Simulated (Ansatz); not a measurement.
```yaml
crystal:
  periodic: [false, false, false]
  atoms:
    - {symbol: C, position_ang: [-5.794392, -0.569600, 0.599201]}
    - {symbol: C, position_ang: [-4.870743, 0.076869, -0.134080]}
    - {symbol: C, position_ang: [-3.916384, -0.577008, -1.095066]}
    - {symbol: C, position_ang: [-2.432207, -0.480778, -0.685230]}
    - {symbol: C, position_ang: [-1.867861, 0.944620, -0.655685]}
    - {symbol: C, position_ang: [-0.395351, 1.035141, -0.231259]}
    - {symbol: C, position_ang: [0.596626, 0.400048, -1.213994]}
    - {symbol: C, position_ang: [2.072277, 0.573154, -0.829875]}
    - {symbol: C, position_ang: [2.490327, -0.150222, 0.455369]}
    - {symbol: C, position_ang: [3.981953, -0.009783, 0.771618]}
    - {symbol: C, position_ang: [4.420767, -0.748511, 2.035144]}
    - {symbol: S, position_ang: [6.180999, -0.485646, 2.509976]}
    - {symbol: Cu, position_ang: [7.097801, -0.805947, 0.625218]}
    - {symbol: H, position_ang: [-6.459264, -0.034989, 1.295535]}
    - {symbol: H, position_ang: [-5.921557, -1.663500, 0.525980]}
    - {symbol: H, position_ang: [-4.787825, 1.174342, -0.024544]}
    - {symbol: H, position_ang: [-4.194533, -1.645900, -1.212581]}
    - {symbol: H, position_ang: [-4.033269, -0.109730, -2.100432]}
    - {symbol: H, position_ang: [-2.303138, -0.947769, 0.316848]}
    - {symbol: H, position_ang: [-1.839320, -1.101119, -1.391256]}
    - {symbol: H, position_ang: [-1.991789, 1.408250, -1.661656]}
    - {symbol: H, position_ang: [-2.473391, 1.565322, 0.039154]}
    - {symbol: H, position_ang: [-0.283948, 0.569525, 0.773208]}
    - {symbol: H, position_ang: [-0.123101, 2.105764, -0.097085]}
    - {symbol: H, position_ang: [0.380104, -0.686044, -1.323765]}
    - {symbol: H, position_ang: [0.430374, 0.842917, -2.221409]}
    - {symbol: H, position_ang: [2.303408, 1.658255, -0.729458]}
    - {symbol: H, position_ang: [2.708938, 0.208119, -1.666287]}
    - {symbol: H, position_ang: [2.227279, -1.229553, 0.370899]}
    - {symbol: H, position_ang: [1.902435, 0.235543, 1.317252]}
    - {symbol: H, position_ang: [4.258962, 1.062635, 0.867971]}
    - {symbol: H, position_ang: [4.589041, -0.396904, -0.084185]}
    - {symbol: H, position_ang: [3.836862, -0.382199, 2.908681]}
    - {symbol: H, position_ang: [4.209920, -1.835296, 1.945784]}
basis:
  gaussian: {orbitals: def2-mTZVPP}
hamiltonian: {xc: {name: B3LYP}}
scf: {omitted_lower_state_checks: [starts]}
output: {forces: true}
```

```sh
$ ansatz run in.yaml --threads 4 --pin off --events-out ev --progress --plain --max-ram 6963MiB
```

Output, abridged:

```
Functional definition: B3LYP
3552 factors; integrals over basis functions are off by at most 1.3e-3 eV
mean field evaluation 1: about -67202.1706 eV, gradient 1.2e2 eV
mean field evaluation 2: about -67134.4077 eV, gradient 2.8e2 eV
mean field evaluation 4: about -67231.5736 eV, gradient 7.6e0 eV
mean field evaluation 8: about -67231.7440 eV, gradient 9.1e-1 eV
mean field evaluation 16: about -67232.3227 eV, gradient 3.3e-3 eV
mean field -67232.32267392 eV, -2470.7422865615 hartree, gradient 7.7e-5 eV, S^2 0.000000; 0 other end points of the search recorded, 0 dependent functions left out
reference -67232.32316855 eV, -2470.7423047387 hartree; 66, 66 occupied and 308, 308 virtual orbitals, 3552 factors
Total energy: -67232.32316855 eV, -2470.7423047387 hartree
Atom 0 at    -5.794392    -0.569600     0.599201 Å, force     0.240451     0.132863    -0.212786 eV/Å
Atom 1 at    -4.870743     0.076869    -0.134080 Å, force    -0.513023     0.108867     0.530101 eV/Å
Atom 2 at    -3.916384    -0.577008    -1.095066 Å, force    -0.197680    -0.202873    -0.462213 eV/Å
Atom 3 at    -2.432207    -0.480778    -0.685230 Å, force     0.315284    -0.475282     0.179314 eV/Å
Atom 4 at    -1.867861     0.944620    -0.655685 Å, force    -0.326435     0.467695    -0.188334 eV/Å
Atom 5 at    -0.395351     1.035141    -0.231259 Å, force     0.184158     0.225268     0.517504 eV/Å
Atom 6 at     0.596626     0.400048    -1.213994 Å, force    -0.182804    -0.318547    -0.466299 eV/Å
Atom 7 at     2.072277     0.573154    -0.829875 Å, force     0.399856     0.350771    -0.285706 eV/Å
Atom 8 at     2.490327    -0.150222     0.455369 Å, force    -0.385776    -0.330487     0.370356 eV/Å
Atom 9 at     3.981953    -0.009783     0.771618 Å, force     0.437857     0.316712    -0.323440 eV/Å
Atom 10 at     4.420767    -0.748511     2.035144 Å, force    -0.653290    -0.321098     0.379118 eV/Å
Atom 11 at     6.180999    -0.485646     2.509976 Å, force    -0.037079     0.016567     0.300117 eV/Å
Atom 12 at     7.097801    -0.805947     0.625218 Å, force     0.307826    -0.065233    -0.318792 eV/Å
Atom 13 at    -6.459264    -0.034989     1.295535 Å, force     0.359063    -0.293174    -0.384601 eV/Å
Atom 14 at    -5.921557    -1.663500     0.525980 Å, force     0.058186     0.599036     0.051705 eV/Å
Atom 15 at    -4.787825     1.174342    -0.024544 Å, force    -0.058629    -0.601831    -0.058614 eV/Å
Atom 16 at    -4.194533    -1.645900    -1.212581 Å, force     0.136780     0.493735     0.066708 eV/Å
Atom 17 at    -4.033269    -0.109730    -2.100432 Å, force     0.041542    -0.218432     0.467087 eV/Å
Atom 18 at    -2.303138    -0.947769     0.316848 Å, force    -0.070182     0.222837    -0.462946 eV/Å
Atom 19 at    -1.839320    -1.101119    -1.391256 Å, force    -0.303813     0.296498     0.315781 eV/Å
Atom 20 at    -1.991789     1.408250    -1.661656 Å, force     0.066949    -0.218047     0.460190 eV/Å
Atom 21 at    -2.473391     1.565322     0.039154 Å, force     0.301520    -0.292326    -0.305966 eV/Å
Atom 22 at    -0.283948     0.569525     0.773208 Å, force    -0.066754     0.211741    -0.480209 eV/Å
Atom 23 at    -0.123101     2.105764    -0.097085 Å, force    -0.140338    -0.482467    -0.077448 eV/Å
Atom 24 at     0.380104    -0.686044    -1.323765 Å, force     0.116822     0.512738     0.063770 eV/Å
Atom 25 at     0.430374     0.842917    -2.221409 Å, force     0.093151    -0.187654     0.463037 eV/Å
Atom 26 at     2.303408     1.658255    -0.729458 Å, force    -0.122555    -0.496476    -0.043618 eV/Å
Atom 27 at     2.708938     0.208119    -1.666287 Å, force    -0.314511     0.153290     0.369829 eV/Å
Atom 28 at     2.227279    -1.229553     0.370899 Å, force     0.130073     0.496404     0.024064 eV/Å
Atom 29 at     1.902435     0.235543     1.317252 Å, force     0.291540    -0.167933    -0.411332 eV/Å
Atom 30 at     4.258962     1.062635     0.867971 Å, force    -0.180504    -0.506408    -0.041198 eV/Å
Atom 31 at     4.589041    -0.396904    -0.084185 Å, force    -0.347996     0.177700     0.377560 eV/Å
Atom 32 at     3.836862    -0.382199     2.908681 Å, force     0.276399    -0.170052    -0.450676 eV/Å
Atom 33 at     4.209920    -1.835296     1.945784 Å, force     0.143914     0.565598     0.037937 eV/Å
Dipole moment:     0.128263    -0.100918    -0.764851 e Å
Checks for a lower state left out: starts
```

It took 9 s on 4 threads of AMD EPYC 9R45 on a shared host, peak host memory 2.1 GiB.

B3LYP takes the VWN-RPA correlation. The restricted singlet is unstable towards broken spin symmetry in Hartree–Fock (as tested in another run); at RKS B3LYP/def2-mTZVPP this wasn't settled.
